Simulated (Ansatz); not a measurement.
bis(4-tert-butylphenyl)iodonium cyclic bis(sulfonyl)imide, `CC(C)(C)c1ccc([I+]c2ccc(C(C)(C)C)cc2)cc1.O=S1(=O)[N-]S(=O)(=O)C(F)(F)C(F)(F)C1(F)F` was relaxed with PBE-D4 (def2-SVP) in Ansatz in these states: charge -1 doublet, neutral singlet. The geometries follow in no particular order.

In the def2 sets I takes a core potential; there is no spin–orbit coupling. Single mean-field runs in def2-SVP are fitted with def2-universal-jkfit.

A:

```xyz
63

C     2.889    4.986   -0.874
C     1.367    5.070   -1.090
C     0.945    6.555   -1.137
C     1.045    4.390   -2.441
C     0.593    4.364    0.037
C     1.230    3.853    1.185
C     0.524    3.120    2.151
C    -0.849    2.915    1.987
I    -1.701    1.021    2.977
C    -1.645   -1.201    2.495
C    -0.409   -1.850    2.595
C    -0.281   -3.147    2.082
C    -1.349   -3.798    1.427
C    -1.130   -5.191    0.813
C     0.083   -5.153   -0.147
C    -2.354   -5.668    0.010
C    -0.859   -6.206    1.947
C    -2.572   -3.104    1.330
C    -2.723   -1.806    1.845
C    -1.521    3.428    0.872
C    -0.800    4.162   -0.080
H     3.209    5.504    0.054
H     3.413    5.473   -1.723
H     3.216    3.929   -0.826
H     1.473    7.086   -1.957
H     1.183    7.070   -0.182
H    -0.146    6.660   -1.312
H     1.280    3.310   -2.398
H    -0.027    4.478   -2.706
H     1.635    4.865   -3.254
H     2.316    3.962    1.311
H     1.072    2.649    2.982
H     0.468   -1.333    3.014
H     0.702   -3.640    2.155
H    -0.065   -4.403   -0.948
H     0.236   -6.149   -0.614
H     1.020   -4.881    0.380
H    -2.150   -6.666   -0.432
H    -3.258   -5.763    0.646
H    -2.587   -4.971   -0.821
H    -1.723   -6.265    2.641
H     0.031   -5.917    2.543
H    -0.676   -7.221    1.534
H    -3.427   -3.557    0.808
H    -3.673   -1.267    1.705
H    -2.584    3.201    0.697
H    -1.333    4.529   -0.971
O    -2.323    0.502   -0.658
S    -0.935    0.612   -1.155
O    -0.620    1.581   -2.230
N     0.060    0.572    0.133
S     1.672    0.545   -0.061
O     2.287    0.362    1.273
O     2.269    1.521   -1.006
C     1.899   -1.127   -0.948
F     3.187   -1.248   -1.359
F     1.636   -2.125   -0.068
C     0.977   -1.295   -2.189
F     1.391   -0.443   -3.155
F     1.143   -2.576   -2.662
C    -0.544   -1.074   -1.947
F    -1.179   -1.170   -3.142
F    -1.006   -2.058   -1.136
```

B:

```xyz
63

C     4.173   -3.541   -1.534
C     3.830   -2.352   -2.449
C     5.019   -2.081   -3.400
C     2.572   -2.723   -3.269
C     3.560   -1.075   -1.643
C     3.760   -1.014   -0.250
C     3.469    0.139    0.490
C     2.986    1.246   -0.210
I     2.353    2.928    0.933
C     0.287    2.588    1.376
C    -0.050    1.815    2.491
C    -1.410    1.688    2.793
C    -2.414    2.290    2.001
C    -3.894    2.149    2.393
C    -4.259    0.665    2.624
C    -4.833    2.709    1.309
C    -4.113    2.943    3.704
C    -2.007    3.027    0.872
C    -0.655    3.185    0.539
C     2.781    1.258   -1.593
C     3.084    0.086   -2.294
H     5.107   -3.373   -0.958
H     4.329   -4.448   -2.151
H     3.345   -3.747   -0.828
H     5.234   -2.986   -4.006
H     5.937   -1.821   -2.835
H     4.803   -1.250   -4.102
H     1.699   -2.866   -2.606
H     2.299   -1.938   -4.001
H     2.765   -3.658   -3.833
H     4.103   -1.899    0.300
H     3.572    0.135    1.583
H     0.706    1.292    3.092
H    -1.686    1.074    3.662
H    -4.109    0.066    1.706
H    -5.324    0.586    2.923
H    -3.655    0.202    3.428
H    -5.887    2.561    1.619
H    -4.688    3.796    1.149
H    -4.690    2.188    0.342
H    -3.868    4.016    3.568
H    -3.482    2.552    4.528
H    -5.173    2.869    4.024
H    -2.750    3.481    0.205
H    -0.369    3.736   -0.365
H     2.341    2.120   -2.112
H     2.893    0.069   -3.376
O    -0.484    1.502   -1.935
S    -0.386    0.059   -1.606
O     0.077   -0.889   -2.644
N     0.312   -0.042   -0.135
S     0.483   -1.483    0.607
O     1.021   -1.207    1.960
O     1.053   -2.597   -0.188
C    -1.332   -1.976    0.857
F    -1.393   -3.242    1.322
F    -1.868   -1.145    1.787
C    -2.178   -1.890   -0.449
F    -1.761   -2.858   -1.293
F    -3.481   -2.141   -0.110
C    -2.150   -0.528   -1.209
F    -2.844   -0.664   -2.358
F    -2.762    0.415   -0.443
```

Judge from the bond lengths which geometry belongs to which state (an estimate).

A is the charge -1 doublet (C8–I9 2.301 Å, I9–C10 2.274 Å, S52–C55 1.906 Å); B is the neutral singlet (C8–I9 2.129 Å, I9–C10 2.140 Å, S52–C55 1.897 Å).
